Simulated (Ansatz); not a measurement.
The same path of H4N2Zn (7 atoms, charge 0, multiplicity 1) was run 3 times with different band settings. The coordinate that changes most is the height of N1 over the plane of its neighbours.

All numbers below come from RKS PBE0-D4/def2-SVP in Ansatz.

Relaxed end points:

```xyz
7
Properties=species:S:1:pos:R:3
N -1.398 -0.708 -0.919
Zn 0.018 0.010 -0.043
N 1.509 0.769 0.657
H -1.982 -1.376 -0.422
H -2.016 -0.078 -1.423
H 2.394 0.287 0.530
H 1.475 1.096 1.619
```

```xyz
7
Properties=species:S:1:pos:R:3
N -1.707 -0.381 -0.490
Zn -0.015 0.044 0.004
N 1.615 0.656 0.510
H -2.012 -1.345 -0.384
H -2.036 -0.058 -1.396
H 2.431 0.089 0.294
H 1.723 0.995 1.462
```

Common settings: movable images 5; spring 5.0 eV/Å²; force threshold 0.05 eV/Å; end points relaxed.

| run | climbing image | optimiser | start path | iteration limit |
| --- | --- | --- | --- | --- |
| 1 | yes | quadratic models (default) | IDPP | 25 |
| 2 | from the first iteration | lbfgs | IDPP | 20 |
| 3 | yes | quadratic models (default) | straight line | 37 |

(1) What does each run give, and how far can it be trusted?

Answers

(1) Run 1: converged after 3 iterations, highest image 0.017 eV above the first end. A vibrational analysis at the climbing image gives one clearly imaginary mode, 279i cm⁻¹: a first-order saddle point.
Run 2: converged after 6 iterations, highest image 0.017 eV above the first end. Another band between the same ends (5 images) ends at a top of the same energy, where a vibrational analysis finds 1 clearly imaginary mode.
Run 3: converged after 4 iterations, highest image 0.017 eV above the first end. Another band between the same ends (5 images) ends at a top of the same energy, where a vibrational analysis finds 1 clearly imaginary mode.
